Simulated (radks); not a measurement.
Spherical jellium clusters: N electrons in a uniform positive sphere of charge N and radius rs N^(1/3), rs = 5.58 bohr. Calculated with a radial shooting solver with Libxc functionals: non-relativistic Kohn-Sham, PBEsol, spin-polarised, spherical densities. Levels are named by radial order and angular momentum (1s, 1p, 1d, 2s, ...), and open shells are averaged over m.

N = 10, configuration 1s2 1p6 1d(up 2, down 0). This is the lowest configuration that the search found. Occupied levels:

level,occupation,eigenvalue (eV),<r> (bohr)
1s up,1,-3.2836,8.101
1s down,1,-3.1943,7.524
1p up,3,-2.7491,9.296
1p down,3,-2.5721,8.992
1d up,2,-2.0287,10.27

Energy (eV): total -17.0364, kinetic 9.9450, external -269.98, Hartree 134.53, exchange-correlation -27.345, background 135.81.

Electron density:

r (bohr),n(r) (e/bohr^3)
0.857,0.0007533
2.29,0.0009340
3.72,0.001229
5.15,0.001542
6.59,0.001741
8.02,0.001686
9.45,0.001327
10.9,0.0008085
12.3,0.0003683
13.8,0.0001288
15.2,0.00003986
16.6,0.00001175
18.0,3.361e-06
